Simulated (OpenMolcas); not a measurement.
Cr2+: ligand-field states by method

Cr2+ with its 6 nearest fluoride ions at 2.164 Å, on the Ca site of CsCaF3 (a = 4.526 Å, distance in the model lattice 2.263 Å). The rest of the host is ab initio model potentials to 7.6 Å, with orthogonalisation functions on the cations behind the ligands, and point charges beyond; the distance is set by hand and nothing relaxes. Ligand basis ANO-RCC-VDZP.
```
Cr    0.0000    0.0000    0.0000
F     2.1640    0.0000    0.0000
F     0.0000    2.1640    0.0000
F    -2.1640    0.0000    0.0000
F     0.0000   -2.1640    0.0000
F     0.0000    0.0000    2.1640
F     0.0000    0.0000   -2.1640
```

```
Program             : OpenMolcas
Basis               : ANO-RCC-VTZP [6s5p3d2f1g]
Scalar Hamiltonian  : DKH2, point nucleus
Active space        : 4 electrons in 5 orbitals (3d)
State averaging     : 2S+1 = 5 even, 5 roots; 2S+1 = 3 even, 45 roots; 2S+1 = 1 even, 50 roots
Spin-orbit coupling : state interaction with AMFI integrals over the reference wave functions
```

I. CASSCF
II. SS-CASPT2, IPEA 0.25 Eh, imaginary shift 0.1 Eh (closed shells correlated: 3s 3p and the ligand valence shells)

Spin-free states (labels of O, the rotations of Oh) in cm-1, each column counted from its own energy of the first state listed:

```csv
State,Degeneracy,I,II
5E,2,0,0
5T2,3,7138,8020
3T1,3,14754,11550
3E,2,20102,16780
3T1,3,20897,16460
3T2,3,21535,17280
3A2,1,23308,18530
3A1,1,24229,19210
1T2,3,24640,19170
1E,2,25390,20170
3T1,3,27101,24470
3E,2,27335,22340
3T2,3,28302,25530
1A1,1,29262,22140
3T1,3,29689,26760
1A2,1,29931,24830
1T2,3,30183,24520
1T1,3,31556,25460
3T2,3,33859,30330
3T1,3,34800,33360
```

From I to II, I's first state of the same spin (5T2) moves from 7138 to 8020 cm-1, by about +880 cm-1.

From I to II, I's first state of another spin (3T1) moves from 14754 to 11550 cm-1, by about -3200 cm-1.

χT at 300 K: I 2.95, II 2.95 cm3 K/mol.

Roots that are degenerate in the reference are averaged as groups; the widest CASPT2 spread within a group is 240 cm-1 (the 3-fold group of multiplicity 5 near 8020 cm-1 above the lowest state of its run, II). Shifts and gaps below about the spread of the groups concerned are not significant. Over all roots computed the reference weight is 0.72 to 0.74 in II; a low but even weight reflects the number of correlated electrons. An orbital doublet at a regular site is open to a Jahn-Teller distortion, which this geometry leaves out. Ligand-to-metal charge-transfer states are missing. With no ligand orbital active B as a rule stays too high, so bands that hang on it stand too high and its fall with covalency is understated. Without dynamic correlation the repulsion within the d shell is too large (B by tens of per cent), so at a given field states of lower spin stand too high (holds for I). With metal d orbitals alone and no dynamic correlation 10Dq can be off by a tenth to a fifth, either way, in oxide and fluoride hosts (holds for I). These CASPT2 states fit no ligand-field parameters well, so their order and spin gaps are uncertain (holds for II). With one d shell and no ligand orbital active, 10Dq can be off by tens of per cent for divalent 3d ions, low with halides held by bare charges and at times high in hosts (holds for II). Free-ion shares, where given, are those of the reference states; single-state CASPT2 does not remix them (holds for II). No measured value stands beside these numbers; the geometry was set by hand and not optimised.
